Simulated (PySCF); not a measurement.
Computed shifts of a molecule C3H9NSi, PySCF with PBE/pcSseg-1, GIAO, gas phase, atoms alike by connectivity averaged where their shifts nearly agree, in ppm (number of nuclei): ¹³C: 150.2 (1), 90.4 (1), 45.4 (1). ¹⁵N: 77.3 (1). ²⁹Si: -51.7 (1). ¹H: 6.34 (1), 5.00 (3), 4.36 (1), 4.26 (1), 3.17 (3). References: ¹³C against TMS (σ = 182.0 ppm); ¹⁵N against NH3 (σ = 267.0 ppm); ²⁹Si against TMS (σ = 335.4 ppm); ¹H against TMS (σ = 31.49 ppm), references at their B3LYP-D3(BJ)/def2-TZVP geometries, non-relativistic. Coordinates come from a B3LYP-D3(BJ)/def2-SVP optimisation. Other conformers were not sampled.

### Question
Which structure fits?
A. C[SiH]1CNC1
B. C=CN(C)[SiH3]
C. CC/C=N\[SiH3]
D. C/C=N/[SiH2]C

### Answer
B, C=CN(C)[SiH3]
